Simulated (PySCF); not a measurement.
## Vanadium: highly charged ions in a basis for the neutral atom

V(10+) [Ne] 3s2 3p1, V(11+) [Ne] 3s2. Calculation: PySCF 2.14, in Sapporo-DKH3-DZP-2012; scalar relativity by spin-free X2C-1e. No spin-orbit coupling, so a gap to NIST mixes the basis error with missing relativistic terms.

Changed run: basis of the neutral atom used for a highly charged ion. This setting is unsound on purpose.

```
species  method  sound run (hartree)  changed run (hartree)  converged
 V(10+)     UHF              not run             -909.96266        yes
 V(10+)    BP86              not run             -910.62632        yes
 V(11+)     UHF              not run             -900.60469        yes
 V(11+)    BP86              not run             -901.21623        yes
```

Ionisation energy of V(10+):

| method | changed run (eV) | NIST (eV) |
| --- | --- | --- |
| UHF | 254.64 | 254.8 ± 0.4 |
| BP86 | 256.06 | 254.8 ± 0.4 |
| r2SCAN | 255.88 | 254.8 ± 0.4 |

The contracted functions were made for the neutral atom and can be too rigid for a highly charged ion.
